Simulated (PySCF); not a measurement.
# Multinuclear NMR of N-tert-Butylformamide

Structure with atom numbers: `[CH3:1][C:2]([CH3:3])([CH3:4])[NH:5][CH:6]=[O:7]` (H(Xn): hydrogen on atom n).

[PySCF: B97-2/pcSseg-2 with gauge-including orbitals; geometry: PBE0-D3(BJ)/def2-TZVP; a single conformation; non-relativistic; equivalent nuclei averaged; isolated molecule]

Problem. Where does ¹⁵N resonate?

Solution. 
```csv
atoms,environment,σ (ppm),δ (ppm)
N5,amide-type nitrogen,103.8,-245.2
```

Shieldings were converted by a linear fit to measured shifts: ¹⁵N: δ = -149.73 − 0.920σ (rms 6.4 ppm, 44 shifts vs CH3NO2, solution or neat liquid). Occasional misses reach two or three times the rms, and more in compound classes unlike the fitted ones.

On a 300 MHz spectrometer ¹⁵N resonates near 30.4 MHz, so 1 ppm is 30.4 Hz.

Problem. What are the ¹⁷O shifts?

Solution. 
| atoms | environment | σ (ppm) | δ (ppm) |
| --- | --- | --- | --- |
| O7 | amide-type carbonyl oxygen | -81.5 | 351.2 |

Shieldings were converted by a linear fit to measured shifts: ¹⁷O: δ = 274.03 − 0.947σ (rms 12.2 ppm, 99 shifts vs liquid water, solution or neat liquid). A few per cent of atoms miss by over 2 rms, more outside the fitted compound classes.

On a 400 MHz spectrometer ¹⁷O resonates near 54.2 MHz, so 1 ppm is 54.2 Hz.

Hydrogen bonding in solution shields acid and N–H amide carbonyl oxygens by tens of ppm.
